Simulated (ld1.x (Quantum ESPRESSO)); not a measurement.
Results of a calculation; reference values are marked as such.
**Pseudopotentials across the periodic table**

Generated with ld1.x 7.5 (TM, RRKJ, ultrasoft, PAW), atompaw 4.2 or ONCVPSP 4.0.1. The cutoff is in Ry: for ld1.x and atompaw files where the sum of valence levels is converged to 10 mRy in a Bessel basis, for ONCV files where the hardest occupied wave has 1 mHa per electron of residual kinetic energy. The error is the largest all-electron minus pseudo excitation energy over each file’s own four to seven test configurations (ionisations up to +4, promotions, holes and added fractions of an electron), all of which were solved. The labels leave out finer settings (local radius, basis sizes, second energies), which also bear on the numbers. Spin-polarised tests are not counted. The rows are a selection from randomly drawn settings: files with unsolved tests, undetermined cutoffs or missed reference levels are left out.

| element | potential | cutoff (Ry) | largest error (meV) | bound ghosts |
| --- | --- | --- | --- | --- |
| S | TM, Wu–Cohen, scalar-relativistic, rc 1.10/1.65 (sp), local s, core correction yes, reference 3s2 3p3 | 60 | +61 | none |
| Ag | TM semilocal, LDA (PZ), scalar-relativistic, rc 1.90/2.95/1.25 (spd), local d, core correction yes, reference 4d10 5s0.75 5p0.25 | 80 | -261 | none |
| In | TM, PBE, scalar-relativistic, rc 2.00/2.70/1.80 (spd), local s, core correction yes, reference 4d10 5s2 5p0 | 70 | -323 | none |
| Ir | RRKJ, PBE, fully relativistic, rc 1.95/3.80/2.25 (spd), local s, core correction no, reference 5d7 6s2 6p0 | 35 | +52 | none |

(1) Fill in the row for Li: TM, PBE, scalar-relativistic, rc 2.20/4.20 (sp), local smoothed, core correction yes, reference 2s1 2p0.

(2) Fill in the row for K: TM, LDA (PZ), scalar-relativistic, rc 3.65/3.25/4.20 (spd), local smoothed, core correction no, reference 3d0.5 4s0.5 4p0.

Results:

(1) cutoff 6 Ry, largest error -6.1 meV, bound ghosts: none.

(2) cutoff 6 Ry, largest error +40 meV, bound ghosts: none.
